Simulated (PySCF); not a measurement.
C3H2F3, SMILES C=C(F)[C](F)F, multiplicity 2. Geometry optimised at PBE-D3(BJ)/def2-SVP. The isomer is the one that the SMILES or the coordinates give; other isomers of the formula were not compared. The values are those of a single conformer.

Method: PBE-D3(BJ)/def2-SVP in PySCF.

Harmonic wavenumbers (cm⁻¹): 128, 210, 221, 364, 460, 496, 545, 562, 660, 769, 905, 1164, 1313, 1344, 1475, 1553, 3124, 3241. Rotational constants (GHz): 5.311, 3.294, 2.033; symmetry number 1.

Work out the zero-point energy and the ideal-gas rigid-rotor harmonic-oscillator thermochemistry at 298.15 K and 1 atm.

ZPE = ½ Σ hcν = ½ × 18533 cm⁻¹ = 110.85 kJ/mol. H − E(el) = 129.37 kJ/mol. Entropy in J/(mol K): translation 165.55, rotation 111.31, vibration 47.79, spin 5.76, total 330.41. G − E(el) = 30.86 kJ/mol. Cp = 94.82 J/(mol K). Modes under 150 cm⁻¹ make the vibrational entropy uncertain.
